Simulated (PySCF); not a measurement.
**Phosphorus: a sound run and one with changed settings**

Sound run: P²⁺ [Ne] 3s2 3p1, P³⁺ [Ne] 3s2. Calculation: PySCF 2.14, in 6-31G* (4s3p1d, 18 functions); no relativity, point nucleus. In the sound run the correlated levels freeze [Ne]. The sound run starts from symmetry-adapted Hartree-Fock orbitals and uses a fine grid where one is needed.

A second run was set up differently.

```json
{"species": "P²⁺", "method": "UHF", "sound run (hartree)": "-339.61887", "changed run (hartree)": "-339.61887", "converged": "yes"}
{"species": "P²⁺", "method": "B3LYP", "sound run (hartree)": "-340.14665", "changed run (hartree)": "-340.14665", "converged": "yes"}
{"species": "P²⁺", "method": "M06-L", "sound run (hartree)": "-340.12280", "changed run (hartree)": "-340.12280", "converged": "yes"}
{"species": "P²⁺", "method": "MP2", "sound run (hartree)": "-339.65754", "changed run (hartree)": "-339.64431", "converged": "yes"}
{"species": "P²⁺", "method": "CCSD(T)", "sound run (hartree)": "-339.67723", "changed run (hartree)": "-339.67723", "converged": "yes"}
{"species": "P³⁺", "method": "UHF", "sound run (hartree)": "-338.52994", "changed run (hartree)": "-338.52994", "converged": "yes"}
{"species": "P³⁺", "method": "B3LYP", "sound run (hartree)": "-339.03019", "changed run (hartree)": "-339.03019", "converged": "yes"}
{"species": "P³⁺", "method": "M06-L", "sound run (hartree)": "-339.01276", "changed run (hartree)": "-339.01276", "converged": "yes"}
{"species": "P³⁺", "method": "MP2", "sound run (hartree)": "-338.56242", "changed run (hartree)": "-338.55069", "converged": "yes"}
{"species": "P³⁺", "method": "CCSD(T)", "sound run (hartree)": "-338.57733", "changed run (hartree)": "-338.57733", "converged": "yes"}
```

Ionisation energy of P²⁺:

```csv
method,sound run (eV),changed run (eV)
UHF,29.631,29.631
B3LYP,30.380,30.380
M06-L,30.206,30.206
MP2,29.800,29.759
SCS-MP2,29.783,29.750
CCSD,29.913,29.913
CCSD(T),29.930,29.930
```

Task: What was changed?
A. too few SCF iterations
B. level shift left on
C. minimal basis
D. angular grid far too coarse

Result: B. It used initial guess minao, at most 50 SCF cycles, level shift 0.5 hartree. A level shift leaves the converged SCF energy unchanged but raises the virtual orbital energies, which shrinks MP2 if it is not removed.
